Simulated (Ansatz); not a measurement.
Input file for Ansatz (a quantum-chemistry and plane-wave program): R-CCSD(T)/cc-pVTZ on C4H4 (SMILES C=C=C=C).

Ansatz 0.2 input:
```yaml
crystal:
  periodic: [false, false, false]
  atoms:
    - {symbol: C, position_ang: [1.89452331, -0.29738505, 0.31499000]}
    - {symbol: C, position_ang: [0.61583853, -0.09664328, 0.10241229]}
    - {symbol: C, position_ang: [-0.61581094, 0.09669982, -0.10237460]}
    - {symbol: C, position_ang: [-1.89449861, 0.29737726, -0.31499566]}
    - {symbol: H, position_ang: [2.24223613, -0.87345675, 1.16510113]}
    - {symbol: H, position_ang: [2.64818351, 0.10578663, -0.35201966]}
    - {symbol: H, position_ang: [-2.24221371, 0.87344166, -1.16511158]}
    - {symbol: H, position_ang: [-2.64815822, -0.10582029, 0.35199807]}
basis:
  gaussian:
    orbitals: cc-pVTZ
magnetization: {spin_polarized: false}
correlation: {method: ccsd_t, electrons: outside_noble_gas}
scf: {lower_state_search: off}
```

Program output:

```
WARN ansatz: RAYON_NUM_THREADS=4 ignored (pool sized by the plan → 4); use --threads N
Functional definition: HF
these checks for a lower state are left out or cut short: stability, starts, cluster_reference, orbital_swaps, neighbouring_geometries, increment
integrals: 0.55 GiB planned
1006 factors; integrals over basis functions are off by at most 9.8e-4 eV
mean field: 0.39 GiB planned
mean field evaluation 1: about -4181.4248 eV, gradient 2.6e1 eV
mean field evaluation 2: about -4181.4291 eV, gradient 2.6e1 eV
mean field evaluation 4: about -4183.6224 eV, gradient 3.1e0 eV
mean field evaluation 8: about -4183.6557 eV, gradient 2.5e-4 eV
mean field -4183.65571032 eV, -153.7465115705 hartree, gradient 3.2e-6 eV, S^2 0.000000; 0 other end points of the search recorded, 0 dependent functions left out
4 core orbitals not correlated
reference -4183.65571032 eV, -153.7465115705 hartree; 10, 10 occupied and 162, 162 virtual orbitals, 1006 factors
second order -16.93885739 eV of doubles, -0.00000000 eV of singles
coupled cluster: 1.12 GiB planned
cycle   1  -17.04342843 eV  change   -1.0e-1 eV  update   1.0e-1
cycle   2  -17.52983090 eV  change   -4.9e-1 eV  update   3.8e-2
cycle   3  -17.67099623 eV  change   -1.4e-1 eV  update   1.9e-2
cycle   4  -17.66895126 eV  change    2.0e-3 eV  update   6.1e-3
cycle   5  -17.67049186 eV  change   -1.5e-3 eV  update   2.8e-3
cycle   6  -17.67147262 eV  change   -9.8e-4 eV  update   8.2e-4
cycle   7  -17.67122430 eV  change    2.5e-4 eV  update   3.7e-4
cycle   8  -17.67122095 eV  change    3.4e-6 eV  update   1.4e-4
cycle   9  -17.67121483 eV  change    6.1e-6 eV  update   4.8e-5
cycle  10  -17.67117779 eV  change    3.7e-5 eV  update   1.6e-5
cycle  11  -17.67118319 eV  change   -5.4e-6 eV  update   5.0e-6
perturbative correction -0.94883695 eV, -0.0348691148 hartree
Total energy: -4202.27573046 eV, -154.4307846894 hartree
Checks for a lower state left out: stability, starts, cluster_reference, orbital_swaps, neighbouring_geometries, increment
```

The calculation finished and met its thresholds.

Cost: around 25 core-seconds (rough).
